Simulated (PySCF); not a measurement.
# Working with the constants of NaPb⁺

UHF-CCSD(T) constants of NaPb⁺, ³Π (triplet), unpaired electrons σ ↑, π ↑ (basis Na def2-SVPD, Pb def2-SVPD with ECP60; scalar-relativistic core potentials; PySCF 2.14; masses 22.9898 and 207.9766 u):

- ωe: 100.1 cm⁻¹
- ωexe: 0.508 cm⁻¹
- Be: 0.065791 cm⁻¹
- αe: 0.000489 cm⁻¹

**Question.** What force constant and bond length do these constants imply?

**Answer.** Reduced mass μred = 20.701 u; k = 5.8918×10⁻⁷·μred·ωe² (u, cm⁻¹, mdyn/Å) = 0.122 mdyn/Å; Re = √(16.8576/(μred·Be)) (u, cm⁻¹, Å) = 3.518 Å.

**Question.** Estimate the centrifugal constant D from the Kratzer relation and find the Dunham coefficient a1.

**Answer.** D = 4Be³/ωe² = 1.14e-07 cm⁻¹; a1 = −1 − αeωe/(6Be²) = -2.88.

Correlated steps freeze 5 core orbitals. These are scalar-relativistic numbers at best; spin–orbit coupling would shift them, the dissociation energy most. The state is the lowest determinant that a PBE0 search found; another state may lie lower at other levels.
